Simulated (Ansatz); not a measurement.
`O[SiH2][SiH2][ZnH]` + `BS` → `B[S][ZnH]` + `O[SiH2][SiH3]` at 400 K and 1 bar (cleavage of the Zn–Si bond).

Program: Ansatz. Geometries: PBE0-D4/def2-TZVP. ΔE: electronic, gas phase. CCSD(T)/CBS is the MP2 limit (def2-TZVPP, def2-QZVPP) plus CCSD(T) − MP2 in def2-TZVPP, frozen cores. This one scheme is used for every species. For Zn outer-core shells are correlated without core-valence functions, which leaves a few kJ/mol of doubt a bond. Scalar relativity is left out up to krypton. One conformer a species, not always the lowest.

```tsv
species	CCSD(T)/CBS energy (Eh)	H − E (kJ/mol)	S (J/(mol·K))
`O[SiH2][SiH2][ZnH]`	-2435.34375	180.4	423.7
`BS`	-424.38198	95.9	260.4
`B[S][ZnH]`	-2202.78318	99.3	329.5
`O[SiH2][SiH3]`	-656.96789	175.5	352.4
```

H − E and S are ideal-gas, rigid-rotor, harmonic terms from PBE0-D4/def2-TZVP, for one conformer and one mirror image of each species. 1 Eh = 2625.50 kJ/mol, R = 8.31446 J/(mol·K).

Q: By hand: ΔE, ΔH, ΔS and ΔG.

A: ΔE = (-2202.78318) + (-656.96789) − (-2435.34375) − (-424.38198) = -0.02534 Eh = -66.5 kJ/mol. Δ(H − E) = 99.3 + 175.5 − 180.4 − 95.9 = -1.5, so ΔH = -68.0 kJ/mol. ΔS = 329.5 + 352.4 − 423.7 − 260.4 = -2.2 J/(mol·K). ΔG = -68.0 − 400 × (-2.2)/1000 = -67.1 kJ/mol.

Q: By hand: the equilibrium constant, and the temperature at which ΔG would vanish if ΔH and ΔS stayed fixed.

A: log₁₀ K = −ΔG/(RT ln 10) = 8.8. ΔG = 0 at ΔH/ΔS = 30909 K, far beyond where these terms or the molecules hold.

The number of gas molecules stays the same, so ΔS is small and ΔH decides. A doubt of 5 kJ/mol in ΔE shifts log₁₀ K by 0.7 here. Other conformers and mirror images would add mixing entropy, several J/(mol·K) or more a flexible species. Modes under 60 cm⁻¹, often nearly free rotors, make the harmonic entropy too high. These are equilibria of isolated gas molecules and say nothing of rates. Largest T1 diagnostic: 0.017 (customary marks: 0.02 for closed shells, 0.045 for open ones).
